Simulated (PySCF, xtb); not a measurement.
Se(Me)(SMe) (C₂H₆SSe), SMILES CS[Se]C. The values are those of a single conformer.

Harmonic wavenumbers (cm⁻¹) from GFN2-xTB (xtb) at its own minimum, in rising order: 73, 99, 105, 178, 194, 391, 546, 695, 854, 870, 932, 935, 1275, 1308, 1428, 1431, 1443, 1448, 3011, 3026, 3037, 3044, 3045, 3064.

Q: What does PBE-D3(BJ)/def2-SVP (PySCF) give at its own minimum? (The exact figures need the calculation; the answer reports its results.)

A: 88, 117, 142, 190, 213, 385, 565, 675, 861, 869, 922, 924, 1229, 1268, 1374, 1381, 1392, 1399, 2970, 2982, 3078, 3093, 3096, 3115. Paired by order, the mean absolute difference is 31 cm⁻¹ and the zero-point energies are 46.4 and 46.2 kcal/mol.
